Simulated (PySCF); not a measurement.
C₃H₉NSi₂, SMILES C[Si@@H](N[SiH3])C#C. Geometry optimised at B3LYP-D3(BJ)/def2-SVP. The structure was generated by enumeration; whether it is a known compound was not checked. Other conformers were not sampled.

Computed equilibrium geometry at B3LYP-D3(BJ)/def2-SVP (PySCF confirms it by a frequency run) as a Z-matrix (one conformer of several):
```
Si
N 1 1.7457
H 2 1.0179 1 114.34
Si 2 1.7448 3 115.79 1 167.71
H 1 1.4894 2 106.58 3 -14.90
H 4 1.4894 2 107.15 3 178.03
H 4 1.4939 6 109.38 2 120.40
H 4 1.4949 6 108.75 7 116.84
C 1 1.8481 5 108.01 2 -119.47
C 9 1.2182 5 149.91 1 -179.45
H 10 1.0748 5 159.00 1 -179.24
C 1 1.8730 5 111.60 2 122.01
H 12 1.1013 1 110.68 5 -179.66
H 12 1.1015 13 108.37 1 -121.33
H 12 1.1017 13 107.89 14 -117.56
```
Charge 0, spin multiplicity 1.
